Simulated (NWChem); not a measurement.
# disiloxane (Si2H6O); SMILES [SiH3]O[SiH3]

Program: NWChem. Pople sets run with spherical d functions. Geometry: optimised at PBE0/def2-SVP. Isotropic polarisability at PBE0/6-31+G*. A Cauchy series cut after its second term is a line in ω².

| row | ω² (10⁻³ Ha²) | α (bohr³) |
|---|---|---|
| static | 0.00 | 50.33 |
| 1065 nm | 1.83 | 50.80 |
| 589 nm | 5.98 | withheld |
| 400 nm | 12.97 | 53.90 |

Problem. Fit a straight line of the last column on the one before it, predict the withheld value, and compare with the run.

Solution. 
1. Means of the 3 shown rows: x = 4.933, y = 51.677. Slope Σ(x − x̄)(y − ȳ)/Σ(x − x̄)² = 27.23/98.56 = 0.2763; intercept 50.314.
2. The shown rows scatter about the line by 0.015 (root mean square); the largest residual is -0.02, at 1065 nm.
3. At x = 5.98 (589 nm; inside the shown range) the line gives 51.97.
4. The run gives 51.90, -0.07 from the line. The intercept estimates α(0), and the slope, 276 bohr³/Ha², the next Cauchy moment.
